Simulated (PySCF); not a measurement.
**Stationary points of CeO₂**

All numbers come from PBE0/[Ce lcecp-2-TZVP with ECP46, O def2-TZVP], scalar-relativistic core potentials, density fitting, no spin–orbit coupling, PySCF.

Relaxations began from a few typed shapes. The search is not exhaustive: other isomers or separated fragments can lie lower, and high-lying points may rest on an excited occupation.

Problem. Order these stationary points by electronic energy, lowest first, in kJ/mol from the lowest minimum.
A. valence singlet (4f shell in the core) C2v: Ce–O 2.024 Å (×2), O–O 1.462 Å; Ce–O–O 68.8° (×2), O–Ce–O 42.3°
B. valence singlet (4f shell in the core) C2v: Ce–O 1.862 Å (×2); O–Ce–O 104.7°
C. valence singlet (4f shell in the core) D∞h: Ce–O 1.959 Å (×2); O–Ce–O 180.0°

Solution. B (0.0), C (279.8), A (503.5).

Problem. Which of them are minima?

Solution. By energy in kJ/mol, 0.0: minimum; 279.8: saddle point, 2 imaginary modes; 503.5: minimum.

For the lowest minimum: the 4f shell sits in the core potential, so its spin is not counted.
